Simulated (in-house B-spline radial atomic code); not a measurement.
Atomic self-consistent-field run: Ga III (Ga2+). Computed with a B-spline radial code for spherical atoms: scalar-relativistic (X2C) Hartree-Fock, spin-polarised, averaged over the determinants with the given up and down occupations, Fermi nucleus of rms radius 3.9973 fm, inside a hard spherical wall at 5.35 bohr.

Command:
```bash
python run_scf.py task.json out
```
Settings (nuclear radius in fm, mass in u):
```
Z                31
configuration    [Ar] 3d10 4s1
hamiltonian      x2c
method           hf
spin_polarised   True
nucleus          fermi
rms_radius       3.9973
atomic_mass      68.92557
speed_of_light   137.035999084
wall_radius      5.35
```

Output (hartree, bohr):
```
 radial grid: 63 intervals, B-splines of order 8, outer radius 5.35 bohr

 iter        energy (Eh)    residual
    1      -1939.8932404    4.15e-01
    2      -1940.4496387    1.94e-01
    3      -1941.3292402    1.71e-02
    4      -1941.3366715    4.23e-03
    5      -1941.3369393    8.58e-04
    6      -1941.3369547    6.43e-04
    7      -1941.3369629    7.22e-05
    8      -1941.3369632    2.79e-05
    9      -1941.3369633    5.59e-06
   10      -1941.3369633    4.11e-07
   11      -1941.3369633    2.65e-08

 total energy                    -1941.336963
 kinetic                           1980.81914
 electron-nucleus                 -4667.45403
 electron-electron                  745.29793

 orbital      occ     eigenvalue          <r>       <r^2>       <1/r>       r_max
 1s up      1.000     -384.45776    0.0482038  0.00313898      31.893     0.03137
 1s down    1.000     -384.45143    0.0482045  0.00313907     31.8926     0.03137
 2s up      1.000      -50.01973     0.216653   0.0554408     6.97325      0.1819
 2s down    1.000      -50.01327     0.216687   0.0554588     6.97195      0.1819
 2p up      3.000      -43.47491     0.190451   0.0444646      6.7242      0.1464
 2p down    3.000      -43.47385     0.190461   0.0444695     6.72392      0.1464
 3s up      1.000       -7.31876     0.650233    0.487474     2.19466      0.5643
 3s down    1.000       -7.30095     0.651259    0.489022     2.19048       0.565
 3p up      3.000       -5.25987     0.679997    0.544481     2.02156      0.5691
 3p down    3.000       -5.25517      0.67871    0.541752     2.02399      0.5692
 3d up      5.000       -1.90155     0.788013     0.79278     1.66207      0.5405
 3d down    5.000       -1.89752     0.780642    0.774762     1.67166      0.5397
 4s up      1.000       -1.09041       2.1146     5.02688    0.602289       1.837
```

Time taken, with all properties: 0.21 s on 1 thread of Arm Neoverse V1, with other jobs on the host.

One-electron X2C: radii and densities carry no picture-change correction, so inner-shell <1/r> comes out high (for 1s by about 2 % at Z = 33, 5 % at 54, 10 % at 75, 30 % at 118) and <r> low.
